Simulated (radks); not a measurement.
Values are calculated unless marked as measured or tabulated.
Question: Spherical quantum dot in the effective-mass picture: electrons in a parabolic well V = omega^2 r^2 / 2 with omega = 0.259, with a point charge +2 (a donor) at the centre, all in effective atomic units (hartree* = m*/eps^2 hartree, bohr* = eps/m* bohr), one dielectric constant everywhere. Level of theory: non-relativistic Kohn-Sham, LDA (Slater exchange, Perdew-Wang correlation), spin-polarised, spherical densities (a radial shooting solver with Libxc functionals). Levels are named by radial order and angular momentum (1s, 1p, 1d, 2s, ...), and open shells are averaged over m. At N = 3 the configuration is 1s2 1p(up 1, down 0). Does electron 4 go into 2s up or 2s down or 1p up?

Answer: Into 2s up. The total energies of the other choices lie higher by 0.00929 hartree* (1p up), 0.0283 hartree* (2s down).
